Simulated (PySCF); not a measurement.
3-fluoropenta-1,2,4-triene (C5H5F), SMILES C(=C(F)C=C)=C. Atoms are numbered in the order given.

```xyz
11

C     -0.4088     2.5911     0.0000
C     -0.0943     1.3244     0.0000
C      0.1875     0.0346     0.0000
F      1.4669    -0.3706     0.0000
C     -0.8000    -1.0334     0.0000
C     -0.4805    -2.3330     0.0000
H     -0.5447     3.1489    -0.9352
H     -0.5447     3.1489     0.9352
H     -1.8433    -0.7061     0.0000
H      0.5627    -2.6568     0.0000
H     -1.2554    -3.1021     0.0000
```
Charge 0, spin multiplicity 1.

Geometry optimised at PBE0-D3(BJ)/def2-SVP. The values are those of a single conformer.

Calculation: PBE/def2-TZVP run with PySCF.

ESP charges are fitted to the potential on shells at 1.4 to 2.0 van der Waals radii. Atomic charges (e):

| atom | Löwdin | ESP fit | IAO |
|---|---|---|---|
| C1 | -0.18 | -0.46 | -0.31 |
| C2 | -0.06 | -0.01 | -0.03 |
| C3 | -0.31 | 0.21 | 0.24 |
| F4 | 0.22 | -0.13 | -0.25 |
| C5 | -0.18 | -0.18 | -0.16 |
| C6 | -0.19 | -0.40 | -0.32 |
| H7 | 0.14 | 0.21 | 0.17 |
| H8 | 0.14 | 0.21 | 0.17 |
| H9 | 0.16 | 0.16 | 0.16 |
| H10 | 0.13 | 0.19 | 0.16 |
| H11 | 0.13 | 0.18 | 0.16 |

Computed Mayer and Wiberg (Löwdin basis) orders of the bonds:
```tsv
bond	Mayer	Wiberg
C1–C2	1.96	2.20
C2–C3	1.71	1.84
C3–F4	1.09	1.70
C3–C5	1.13	1.27
C5–C6	1.85	2.09
C1–H7	0.93	0.86
C1–H8	0.93	0.86
C5–H9	0.94	0.81
C6–H10	0.94	0.88
C6–H11	0.95	0.89
```
